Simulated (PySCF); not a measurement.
Species: C6H7NO2.
Numbering: `[O:1]=[CH:2]/[CH:3]=[C:4]1/[CH2:5][C@H:6]1[NH:7][CH:8]=[O:9]` (hydrogens: H10 on C2; H11 on C3; H12, H13 on C5; H14 on C6; H15 on N7; H16 on C8)

Geometry (GFN2-xTB, Å), atoms numbered from 1 in this order:
```xyz
16
C6H7NO2 angstrom
O     -3.4975    1.1240    0.9197
C     -2.3614    0.7507    0.7853
C     -1.9662   -0.4967    0.1288
C     -0.6959   -0.8292   -0.0154
C      0.3178   -1.7341   -0.5637
C      0.7101   -0.4475    0.1433
N      1.2454    0.6563   -0.5910
C      2.2486    1.4133   -0.0993
O      2.7862    1.2431    0.9640
H     -1.5063    1.3485    1.1575
H     -2.7647   -1.1359   -0.2259
H      0.4112   -1.7919   -1.6397
H      0.5171   -2.6701   -0.0632
H      1.1865   -0.5125    1.1153
H      0.8330    0.8682   -1.4858
H      2.5285    2.2229   -0.7966
```

Computed at PBE0/pcSseg-1 (PySCF, non-relativistic), with Q(17O) = −0.0256 b, Q(14N) = 0.02044 b: O1, 17O (I = 5/2): χzz = 12.42 MHz, η = 0.544; N7, 14N (I = 1): χzz = -4.681 MHz, η = 0.158; O9, 17O (I = 5/2): χzz = 9.463 MHz, η = 0.064.

Q: Where would the pure quadrupole (NQR) lines of 17O at O1 fall for the rigid, isolated species?

A: From the eigenvalues of H = χ/[4I(2I − 1)] × [3Iz² − I(I + 1) + η(Ix² − Iy²)], steps between neighbouring levels, labelled as for η = 0: ±1/2↔±3/2 2.386 MHz, ±3/2↔±5/2 3.542 MHz (aldehyde oxygen).

Q: Where would the pure quadrupole (NQR) lines of 14N at N7 fall for the rigid, isolated species?

A: From ν± = (3/4)|χ|(1 ± η/3) and ν0 = |χ|η/2: ν+ 3.696 MHz, ν− 3.326 MHz, ν0 0.370 MHz (amide nitrogen).

Q: Where would the pure quadrupole (NQR) lines of 17O at O9 fall for the rigid, isolated species?

A: From the eigenvalues of H = χ/[4I(2I − 1)] × [3Iz² − I(I + 1) + η(Ix² − Iy²)], steps between neighbouring levels, labelled as for η = 0: ±1/2↔±3/2 1.426 MHz, ±3/2↔±5/2 2.837 MHz (amide oxygen).

In a crystal, neighbours and librations shift these lines. GFN2-xTB bond lengths can be off by several hundredths of an ångström, more for odd bonds, and the gradients follow them. These gradients aren't converged with respect to the basis.

One conformer stands for the species.
